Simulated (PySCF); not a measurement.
Species: C6H12ClFO.
Cartesian coordinates in Å at the PBE0-D3(BJ)/def2-SVP level; atoms count from 1:
```xyz
21
C6H12ClFO angstrom
C      1.8345    1.1882    0.7752
O      0.5460    1.0665    0.2371
C      0.1153   -0.2080   -0.2077
C      0.1780   -1.2558    0.9013
C      0.9280   -0.6691   -1.4177
F      2.1729   -1.1321   -1.0603
C     -1.3169    0.0258   -0.7027
C     -2.2096    0.6713    0.3350
Cl    -3.8389    0.9807   -0.3367
H      1.9713    0.5812    1.6883
H      1.9616    2.2451    1.0476
H      2.6247    0.9100    0.0581
H     -0.3310   -2.1784    0.5856
H      1.2173   -1.5178    1.1402
H     -0.3088   -0.8841    1.8140
H      1.0546    0.1804   -2.1093
H      0.3985   -1.4841   -1.9395
H     -1.2810    0.6868   -1.5842
H     -1.7577   -0.9291   -1.0284
H     -2.3499    0.0332    1.2174
H     -1.7923    1.6323    0.6579
```

Method: PBE0-D3(BJ)/def2-SVP geometry optimisation, gas phase (PySCF).

Masses are those of the commonest isotopes; rigid-rotor values at the optimised geometry. The values belong to one conformer with, in the numbering `[CH3:1][O:2][C@:3]([CH3:4])([CH2:5][F:6])[CH2:7][CH2:8][Cl:9]`, C1–O2–C3–C4 58°, O2–C3–C5–F6 77°, O2–C3–C7–C8 -54°, C3–C7–C8–Cl9 177°.

**Question.** Give the principal moments of inertia and the rotational constants in GHz.

**Answer.** Ia = 193.55, Ib = 822.77, Ic = 887.99 u·Å²; 505379 MHz·u·Å²/I gives 2611, 614.2 and 569.1 MHz, that is A = 2.6111, B = 0.6142, C = 0.5691 GHz.

**Question.** Classify the top.

**Answer.** A near-prolate asymmetric top. Ray's parameter κ = (2B − A − C)/(A − C) = -0.956; −1 is the prolate and +1 the oblate limit.

**Question.** Is it planar, by Δ = Ic − Ia − Ib?

**Answer.** Not planar: Δ = Ic − Ia − Ib = -128.33 u·Å². For a rigid frame Δ = −2 Σ m c², so Σ m c² = 64.17 u·Å² lies off the ab plane: 20.85 from hydrogen and 43.32 from heavier atoms. The atom farthest from that plane is 2.16 Å away.

**Question.** Give the other two planar moments, Paa and Pbb, and the rms extents of the mass along the axes.

**Answer.** Paa = Σ m a² = (Ib + Ic − Ia)/2 = 758.60 and Pbb = Σ m b² = (Ia + Ic − Ib)/2 = 129.38 u·Å². With the mass M = 154.06 u, the rms extents √(P/M) along a, b and c are 2.22, 0.92, 0.65 Å.

**Question.** Which types of transition are allowed, and where do some lines up to J = 4 fall?

**Answer.** The dipole components are |μa| = 1.50 D, |μb| = 0.03 D, |μc| = 0.68 D. The squared components, which scale the intensities, stand as 1.00 : 0.00 : 0.21 (a : b : c). Some lines, for components of 0.1 D or more:

| type | branch | J(Ka,Kc) | MHz | lower level (cm⁻¹) |
| --- | --- | --- | --- | --- |
| a | Q | 4(1,3) ← 4(1,4) | 451 | 0.455 |
| a | R | 1(0,1) ← 0(0,0) | 1183 | 0.000 |
| c | Q | 4(1,4) ← 4(0,4) | 1803 | 0.394 |
| c | Q | 2(1,2) ← 2(0,2) | 1952 | 0.118 |
| c | Q | 1(1,1) ← 1(0,1) | 1997 | 0.039 |
| a | R | 2(0,2) ← 1(0,1) | 2366 | 0.039 |
| a | R | 2(1,1) ← 1(1,0) | 2412 | 0.108 |
| c | R | 1(1,0) ← 0(0,0) | 3225 | 0.000 |
| a | R | 3(0,3) ← 2(0,2) | 3547 | 0.118 |
| a | R | 3(2,1) ← 2(2,0) | 3553 | 0.388 |
| a | R | 4(3,2) ← 3(3,1) | 4735 | 0.843 |
| a | R | 4(2,2) ← 3(2,1) | 4740 | 0.506 |
| a | R | 4(1,3) ← 3(1,2) | 4822 | 0.309 |
| c | Q | 4(2,3) ← 4(1,3) | 5834 | 0.470 |
| c | Q | 3(2,2) ← 3(1,2) | 5923 | 0.309 |
| c | R | 3(2,1) ← 2(1,1) | 9544 | 0.188 |
| c | R | 4(2,3) ← 3(1,3) | 10927 | 0.300 |
| c | R | 4(4,0) ← 3(3,0) | 18869 | 0.843 |
| c | R | 4(4,1) ← 3(3,1) | 18869 | 0.843 |

**Question.** Estimate the classical rotational partition function at 10 K, 25 K and 298.15 K.

**Answer.** Point group C1, symmetry number σ = 1; q = (√π/σ)·√((kT/h)³/(ABC)), k/h = 20836.6 MHz/K: 5580 at 10 K, 22100 at 25 K, 908000 at 298.15 K.

Not checked by PBE0-D3(BJ)/def2-SVP frequencies. These are rigid-rotor constants of the computed structure; measured ground-state constants (B0) also hold zero-point vibration. A rigid rotor knows nothing of internal rotation, which can split or shift real lines. Quadrupole hyperfine structure (35Cl) is left out.
